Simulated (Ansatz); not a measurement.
`F[Si](F)(F)[SiH](Cl)Cl` → `Cl[Si]Cl` + `F[SiH](F)F` at 600 K and 1 bar (silylene formation by 1,1-elimination).

Calculated with Ansatz (gas phase, PBE0-D4/def2-TZVP geometries, no zero-point term in ΔE). CCSD(T)/CBS adds triple-zeta CCSD(T) − MP2 to the extrapolated MP2 energy (def2 sets, frozen cores). This one scheme is used for every species. One conformer a species, not always the lowest.

```tsv
species	CCSD(T)/CBS energy (Eh)	H − E (kJ/mol)	S (J/(mol·K))
`F[Si](F)(F)[SiH](Cl)Cl`	-1798.00739	130.0	517.9
`Cl[Si]Cl`	-1208.69388	36.3	319.6
`F[SiH](F)F`	-589.26725	84.1	330.7
```

H − E and S are ideal-gas, rigid-rotor, harmonic terms from PBE0-D4/def2-TZVP, for one conformer and one mirror image of each species. 1 Eh = 2625.50 kJ/mol, R = 8.31446 J/(mol·K).

Q: By hand: ΔE, ΔH, ΔS and ΔG.

A: ΔE = (-1208.69388) + (-589.26725) − (-1798.00739) = 0.04626 Eh = 121.5 kJ/mol. Δ(H − E) = 36.3 + 84.1 − 130.0 = -9.6, so ΔH = 111.9 kJ/mol. ΔS = 319.6 + 330.7 − 517.9 = 132.4 J/(mol·K). ΔG = 111.9 − 600 × (132.4)/1000 = 32.5 kJ/mol.

Q: By hand: the equilibrium constant, and the temperature at which ΔG would vanish if ΔH and ΔS stayed fixed.

A: log₁₀ K = −ΔG/(RT ln 10) = -2.8. ΔG = 0 at ΔH/ΔS = 845 K.

The number of gas molecules changes by +1, which sets the sign of ΔS. A doubt of 5 kJ/mol in ΔE shifts log₁₀ K by 0.4 here. Other conformers and mirror images would add mixing entropy, several J/(mol·K) or more a flexible species. Modes under 60 cm⁻¹, often nearly free rotors, make the harmonic entropy too high. These are equilibria of isolated gas molecules and say nothing of rates. Largest T1 diagnostic: 0.013 (customary marks: 0.02 for closed shells, 0.045 for open ones).
